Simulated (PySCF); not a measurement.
**Dipole polarisabilities along group 12, charge +1**

Calculated with PySCF 2.14 for the ground configurations, without spin-orbit coupling: coupled response for Hartree-Fock and DFT. Mean α in bohr³, C₆ of like pairs in atomic units.

| species | α UHF | α PBE | α PBE0 | C₆ UHF | C₆ PBE | C₆ PBE0 |
| --- | --- | --- | --- | --- | --- | --- |
| Zn⁺ [Ar] 3d10 4s1 (aug-cc-pwCVTZ-DK, spin-free X2C) | 23.70 | 16.71 | 17.98 | 101.5 | 68.54 | 73.97 |
| Cd⁺ [Kr] 4d10 5s1 (aug-cc-pwCVTZ-PP with ECP28MDF, ECP) | 31.60 | 21.69 | 23.27 | 184.9 | 127.9 | 136.1 |
| Hg⁺ [Xe] 4f14 5d10 6s1 (aug-cc-pwCVTZ-PP with ECP60MDF, ECP) | 23.87 | 18.87 | 19.52 | 170.5 | 142.3 | 145.2 |

The values depend on the diffuse functions of the basis.
